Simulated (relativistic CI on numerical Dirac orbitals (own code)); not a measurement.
## Energy levels of Mo XXIV

Calculated at this level of theory: Dirac-Coulomb-Breit CI, KLI orbitals optimised for each configuration, model QED, unscaled Slater integrals (own radial code, finite nucleus).

CI space (outside the closed core [Ne]): 3s2.3p6.3d, 3s2.3p5.3d2, 3s.3p6.3d2, 3s2.3p6.4s, 3s2.3p6.4p, 3s2.3p6.4d, 3s2.3p6.4f, 3s2.3p5.3d.4s, 3s2.3p5.3d.4p, 3p6.3d3, 3p5.3d4. Double excitations out of closed p, d and f shells are left out; levels of such configurations are missing from the list, as are those of other unlisted configurations, and high levels can miss mixing partners. These lack a partner that the ground configuration has and come out too high: 3s2.3p5.3d.4s, 3s2.3p5.3d.4p.

The lowest level is 3s2.3p6.3d 2D_3/2, with 100 % of that term; Hund's rules for 3s2.3p6.3d give 2D with J = 3/2, in agreement.

| No. | Configuration | Term | J | E (eV) | % | Landé g | Lifetime (s) |
| --- | --- | --- | --- | --- | --- | --- | --- |
| 1 | 3s2.3p6.3d | 2D | 3/2 | 0.000 | 100 | 0.796 |  |
| 2 | 3s2.3p6.3d | 2D | 5/2 | 4.574 | 100 | 1.198 | 1.85e-03 |
| 3 | 3s2.3p5.3d2 | 4D° | 1/2 | 112.445 | 96 | 0.028 | 1.89e-07 |
| 4 | 3s2.3p5.3d2 | 4D° | 3/2 | 113.520 | 83 | 1.123 | 9.73e-07 |
| 5 | 3s2.3p5.3d2 | 4D° | 5/2 | 115.820 | 71 | 1.278 | 2.96e-07 |
| 6 | 3s2.3p5.3d2 | 4D° | 7/2 | 118.702 | 48 | 1.271 | 4.15e-07 |
| 7 | 3s2.3p5.3d2 | 2F° | 5/2 | 120.043 | 28 | 1.034 | 2.79e-09 |
| 8 | 3s2.3p5.3d2 | 4G° | 7/2 | 120.502 | 37 | 1.127 | 1.61e-06 |
| 9 | 3s2.3p5.3d2 | 4G° | 9/2 | 120.814 | 77 | 1.189 | 1.09e-02 |
| 10 | 3s2.3p5.3d2 | 4G° | 11/2 | 122.182 | 96 | 1.262 | 3.40e-02 |
| 11 | 3s2.3p5.3d2 | 4P° | 5/2 | 123.557 | 64 | 1.356 | 7.54e-08 |
| 12 | 3s2.3p5.3d2 | 2D° | 3/2 | 123.657 | 44 | 0.898 | 3.68e-10 |
| 13 | 3s2.3p5.3d2 | 4P° | 3/2 | 124.702 | 63 | 1.475 | 7.35e-10 |
| 14 | 3s2.3p5.3d2 | 2G° | 7/2 | 126.492 | 48 | 1.052 | 2.17e-08 |
| 15 | 3s2.3p5.3d2 | 4P° | 1/2 | 127.752 | 57 | 1.927 | 9.44e-06 |
| 16 | 3s2.3p5.3d2 | 2D° | 5/2 | 128.502 | 61 | 1.145 | 7.55e-10 |
| 17 | 3s2.3p5.3d2 | 4F° | 9/2 | 128.523 | 66 | 1.257 | 3.51e-04 |
| 18 | 3s2.3p5.3d2 | 2F° | 7/2 | 130.789 | 58 | 1.206 | 2.86e-10 |
| 19 | 3s2.3p5.3d2 | 2H° | 11/2 | 131.189 | 96 | 1.096 | 1.02e-03 |
| 20 | 3s2.3p5.3d2 | 4F° | 3/2 | 131.353 | 32 | 1.063 | 2.99e-10 |
| 21 | 3s2.3p5.3d2 | 4D° | 5/2 | 131.587 | 27 | 1.104 | 1.63e-10 |
| 22 | 3s2.3p5.3d2 | 2F° | 7/2 | 133.173 | 59 | 1.205 | 9.09e-11 |
| 23 | 3s2.3p5.3d2 | 2P° | 1/2 | 133.825 | 70 | 1.178 | 2.83e-10 |
| 24 | 3s2.3p5.3d2 | 4G° | 5/2 | 135.993 | 50 | 0.794 | 6.19e-11 |
| 25 | 3s2.3p5.3d2 | 2G° | 9/2 | 137.311 | 51 | 1.012 | 4.31e-04 |
| 26 | 3s2.3p5.3d2 | 2D° | 3/2 | 138.019 | 49 | 0.911 | 7.37e-11 |
| 27 | 3s2.3p5.3d2 | 4D° | 5/2 | 141.110 | 45 | 1.164 | 5.97e-11 |
| 28 | 3s2.3p5.3d2 | 4D° | 7/2 | 142.708 | 36 | 1.142 | 6.41e-11 |
| 29 | 3s2.3p5.3d2 | 2D° | 3/2 | 144.260 | 40 | 1.203 | 2.01e-10 |
| 30 | 3s2.3p5.3d2 | 4D° | 1/2 | 145.376 | 68 | 0.416 | 2.53e-11 |
| 31 | 3s2.3p5.3d2 | 4G° | 7/2 | 145.599 | 29 | 1.089 | 5.50e-10 |
| 32 | 3s2.3p5.3d2 | 2F° | 5/2 | 149.735 | 60 | 0.989 | 4.38e-11 |
| 33 | 3s2.3p5.3d2 | 2G° | 9/2 | 149.874 | 57 | 1.128 | 8.75e-06 |
| 34 | 3s2.3p5.3d2 | 4D° | 3/2 | 149.891 | 29 | 1.421 | 3.19e-11 |
| 35 | 3s2.3p5.3d2 | 2P° | 3/2 | 152.987 | 38 | 1.263 | 3.76e-10 |
| 36 | 3s2.3p5.3d2 | 2S° | 1/2 | 153.249 | 62 | 1.758 | 6.34e-10 |
| 37 | 3s2.3p5.3d2 | 2G° | 7/2 | 154.711 | 50 | 1.058 | 4.92e-11 |
| 38 | 3s2.3p5.3d2 | 2F° | 5/2 | 157.315 | 47 | 1.063 | 5.01e-12 |
| 39 | 3s2.3p5.3d2 | 2P° | 3/2 | 158.327 | 46 | 1.400 | 3.20e-10 |
| 40 | 3s2.3p5.3d2 | 2G° | 9/2 | 158.380 | 54 | 1.037 | 8.32e-06 |
| 41 | 3s2.3p5.3d2 | 2F° | 5/2 | 161.177 | 64 | 0.971 | 4.72e-12 |
| 42 | 3s2.3p5.3d2 | 2P° | 1/2 | 169.851 | 85 | 0.675 | 4.88e-12 |
| 43 | 3s2.3p5.3d2 | 2F° | 7/2 | 172.023 | 86 | 1.111 | 2.30e-12 |
| 44 | 3s2.3p5.3d2 | 2P° | 1/2 | 177.281 | 99 | 0.662 | 1.72e-12 |
| 45 | 3s2.3p5.3d2 | 2D° | 3/2 | 180.036 | 89 | 0.841 | 9.73e-13 |
| 46 | 3s2.3p5.3d2 | 2D° | 5/2 | 181.336 | 92 | 1.185 | 1.03e-12 |
| 47 | 3s2.3p5.3d2 | 2P° | 3/2 | 181.510 | 86 | 1.307 | 1.20e-12 |
| 48 | 3s.3p6.3d2 | 4F | 3/2 | 234.513 | 97 | 0.410 | 4.57e-12 |
| 49 | 3s.3p6.3d2 | 4F | 5/2 | 236.076 | 96 | 1.029 | 4.56e-12 |
| 50 | 3s.3p6.3d2 | 4F | 7/2 | 238.426 | 99 | 1.234 | 4.57e-12 |
| 51 | 3s.3p6.3d2 | 4F | 9/2 | 240.997 | 98 | 1.326 | 4.57e-12 |
| 52 | 3s.3p6.3d2 | 4P | 1/2 | 243.819 | 97 | 2.644 | 4.51e-12 |
| 53 | 3s.3p6.3d2 | 4P | 3/2 | 245.107 | 97 | 1.699 | 4.52e-12 |
| 54 | 3s.3p6.3d2 | 4P | 5/2 | 245.230 | 74 | 1.486 | 4.52e-12 |
| 55 | 3s.3p6.3d2 | 2F | 5/2 | 250.276 | 41 | 1.135 | 4.67e-12 |
| 56 | 3s.3p6.3d2 | 2D | 3/2 | 250.290 | 89 | 0.838 | 4.69e-12 |
| 57 | 3s.3p6.3d2 | 2G | 7/2 | 252.557 | 83 | 0.928 | 4.75e-12 |
| 58 | 3s.3p6.3d2 | 2G | 9/2 | 253.454 | 98 | 1.113 | 4.63e-12 |
| 59 | 3s.3p6.3d2 | 2F | 5/2 | 253.689 | 57 | 1.025 | 4.73e-12 |
| 60 | 3s.3p6.3d2 | 2F | 7/2 | 257.067 | 83 | 1.100 | 4.86e-12 |
| 61 | 3s.3p6.3d2 | 2P | 1/2 | 259.220 | 92 | 0.767 | 4.93e-12 |
| 62 | 3s.3p6.3d2 | 2P | 3/2 | 262.129 | 95 | 1.309 | 5.02e-12 |
| 63 | 3s.3p6.3d2 | 2S | 1/2 | 268.885 | 91 | 1.917 | 4.70e-12 |
| 64 | 3s2.3p6.4s | 2S | 1/2 | 434.572 | 99 | 2.000 | 4.19e-10 |
| 65 | 3s2.3p6.4p | 2P° | 1/2 | 468.554 | 99 | 0.664 | 1.73e-12 |
| 66 | 3s2.3p6.4p | 2P° | 3/2 | 476.115 | 99 | 1.333 | 1.88e-12 |
| 67 | 3p6.3d3 | 4F | 3/2 | 485.363 | 91 | 0.436 |  |
| 68 | 3p6.3d3 | 4F | 5/2 | 487.519 | 97 | 1.031 |  |
| 69 | 3p6.3d3 | 4F | 7/2 | 489.580 | 94 | 1.216 |  |
| 70 | 3p6.3d3 | 4F | 9/2 | 491.302 | 80 | 1.280 |  |

Energies count from the lowest computed level; ° marks odd parity; lifetimes are radiative, by E1, M1, E2, M2, E3 decay to levels of this space only; some are left blank where a channel outside the calculation adds to the decay or the decay crosses a small, uncertain gap.

The mean weight of the leading LS term, summed over parents, in these 70 levels is 71 %, and that of the leading jj configuration (from the same eigenvectors) 68 %.

At this charge energies of transitions that change n are usually good to better than 1 %, and those within a shell (Δn = 0) to a few per cent.

LS names give the leading component of a level, which can be under half, so a name can repeat, a term be missing and a line seem to break the LS rules.
